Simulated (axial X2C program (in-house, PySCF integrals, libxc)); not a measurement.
**Low determinants of TeP⁻ at the PBE0 level, 2c**

Computed with an in-house all-electron X2C program for linear molecules (integrals from PySCF). Two-component (2c) means X2C with spin–orbit coupling and atomic mean-field two-electron Coulomb and Gaunt terms. Basis: Te dyall-acv3z [12s13p9d5f1g], P dyall-av3z [9s8p3d2f] (cores contracted in-house); Gaussian nuclei, density fitting, unrestricted open shells. Masses: Te 129.906 u, P 30.974 u.

Search at 2.359 Å (vertical energies from the lowest determinant):

```
ΔE (eV)  state  electrons beyond evenly filled partner blocks  electrons in ±ω = 1/2, 3/2, 5/2, 7/2
   0.00  Ω = 1                              ω = -1/2, ω = 3/2                             45 19 4 0
   0.44  Ω = 0                                           none                             46 18 4 0
   0.60  Ω = 2                               ω = 1/2, ω = 3/2                             45 19 4 0
   0.79  Ω = 0                                           none                             44 20 4 0
   2.28  Ω = 3                                    2 × ω = 3/2                             46 18 4 0
   2.35  Ω = 1                                    2 × ω = 1/2                             46 18 4 0
   2.73  Ω = 1                                    2 × ω = 1/2                             44 20 4 0
```

Lowest determinant, Ω = 1 (⟨Sz⟩ = 1.00, ⟨Lz⟩ = 0.00 at PBE0): Re = 2.353 Å, ωe = 397.0 cm⁻¹.

The determinant in row 2 of the search, Ω = 0 (closed shell), was followed along the bond at PBE0; measured from the minimum of the lowest determinant it gives:

Te = 0.440 eV (3553 cm⁻¹), Re = 2.340 Å, ωe = 411.0 cm⁻¹.

Compare the bond of the determinant in row 2 with that of the lowest one.

At PBE0 its Re is 0.013 Å shorter and its force constant, which goes as ωe², is 1.07 times that of the lowest determinant. T0 ≈ Te + Δωe/2 = 3553 + (7) = 3560 cm⁻¹.

The search compares states at one distance, so a state with another bond length can lie lower; it is not exhaustive and yields mostly the lowest determinant of each block pattern, so other components and higher states of one pattern are missing. These are energies of single determinants, not of spin-adapted states; PBE0 term energies can be off by some tenths of an eV, and the functional has no current term. Open-shell Ω = 0 determinants with evenly filled partner blocks cannot be reached by this program, so the Ω shown need not be the lowest component. The lowest determinant need not be the ground state where others lie within half an eV. A closed-shell Ω = 0 row of a π² shell mixes the 0⁺ component of the triplet with ¹Σ⁺ and matches no level; 0⁺ can lie lowest. For an anion, determinants above electron detachment are held by the basis set. The highest occupied level of some functionals is positive through self-interaction error; at Hartree–Fock it is bound. Row 2 has a positive highest level at its minimum.
